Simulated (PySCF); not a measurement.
Sn(vinyl)2(NCO)2, C6H6N2O2Sn.
Structure used (PBE0-D3(BJ)/def2-SVP), in Å, numbered top down from 1:
```xyz
17
C6H6N2O2Sn angstrom
Sn     0.2434   -0.3653    0.0111
C     -0.0116   -0.8101    2.0623
C     -0.9133   -0.1406    2.7834
H      0.5964   -1.5993    2.5175
H     -1.5333    0.6506    2.3471
H     -1.0722   -0.3605    3.8456
C      2.0644    0.2739   -0.8514
C      2.2105    1.5213   -1.3022
H      2.8843   -0.4483   -0.9314
H      1.4072    2.2637   -1.2406
H      3.1472    1.8570   -1.7627
N     -1.0986    1.1273   -0.3069
C     -1.7976    1.7656   -1.0505
O     -2.4922    2.4208   -1.7268
N     -0.3770   -1.9595   -1.0814
C     -1.2425   -2.7162   -1.4376
O     -2.0435   -3.4810   -1.8153
```

The calculation used PySCF, PBE0-D3(BJ)/def2-SVP geometry optimisation, gas phase, def2 core potentials past Kr.

Question: Which atoms are bound to Sn1, and at what distances?

Answer: 4 atoms: N15 2.030 Å, N12 2.032 Å, C7 2.114 Å, C2 2.114 Å. The nearest atom not counted as bound is H9, at 2.81 Å.

Question: List the angles at Sn1.

Answer: 
```
      angle  degrees  distance of the outer atoms (Å)
  C2–Sn1–C7    124.3                             3.74
 C2–Sn1–N15    108.7                             3.37
N12–Sn1–N15    106.9                             3.26
 C7–Sn1–N12    106.4                             3.32
 C7–Sn1–N15    106.3                             3.32
 C2–Sn1–N12    103.1                             3.25
```

Question: What is the shape at Sn1?

Answer: Distorted tetrahedral: angles from 103.1° to 124.3°; τ4 = (360° − α − β)/141° = 0.90 with α and β the two widest (0 for a square, 1 for a tetrahedron).

Question: What are the other bond lengths?

Answer: C2–C3, C7–C8 1.335 Å; N12–C13, N15–C16 1.204 Å; C13–O14, C16–O17 1.170 Å. (A selection.)

Question: Give some angles away from the centre.

Answer: Sn1–C2–C3 120.0°, Sn1–C7–C8 121.0°, Sn1–N12–C13 150.4°, N12–C13–O14 177.1°, Sn1–N15–C16 150.8°.

Question: What are the rotational constants (commonest isotopes, rigid rotor)?

Answer: A = 709.4, B = 604.8, C = 524.4 MHz: an asymmetric top.

Point group: C1 (no symmetry element, even within 0.4 Å). Charge 0, singlet. No frequency check.

On an Arm Neoverse V1 with one thread, no GPU, shared host, this took 10 min and 0.90 GiB of memory at its peak. That covers the optimisation of the geometry.

One conformer stands for the species.
